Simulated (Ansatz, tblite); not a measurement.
Cost and result up the ladder for the cluster Mg4H8 (the lowest singlet isomer of a short search) (12 atoms). The state is a singlet with charge 0. Geometry: r2SCAN-D4/def2-SVP.

```xyz
12

Mg    1.004    1.588    1.115
Mg   -1.527   -1.561    0.061
Mg   -0.582    0.910   -1.317
Mg    1.352   -0.949   -0.409
H     0.227   -2.358   -0.332
H     0.867   -0.046   -1.943
H    -0.212    0.012    0.476
H     1.076    2.401    2.615
H    -2.709   -2.320    1.034
H    -1.953   -0.262   -1.353
H     2.318    0.244    0.538
H     0.139    2.339   -0.484
```

Ansatz on 4 threads of AMD EPYC 7B13 on a shared host; xTB runs through tblite on one thread. Times are rough, summed over both states, and most runs start from the orbitals of an earlier one. PBE0-D4/def2-TZVP serves as the yardstick here, not as an exact answer. The other state is a triplet.

The xTB rows come from tblite. HOMO above LUMO, or a gap near zero within one spin, warns that the state may not be the lowest or that an electron is smeared out. The structure comes from a short search, and lower isomers may exist.

xTB has no spin-polarisation term.

```tsv
level	functions	wall time	vertical triplet (eV)	difference from PBE0-D4/def2-TZVP (eV)	remarks
GFN1-xTB	32	0.013 s	4.05	-0.42	–
GFN2-xTB	44	0.028 s	4.53	0.06	–
PBE-D4/def2-TZVP	176	4.7 s	3.75	-0.71	gap within one spin near zero (triplet)
PBE0-D4/def2-TZVP	176	8.5 s	4.46	0.00	–
r2SCAN-D4/def2-TZVP	176	11 s	4.06	-0.40	gap within one spin near zero (triplet)
```
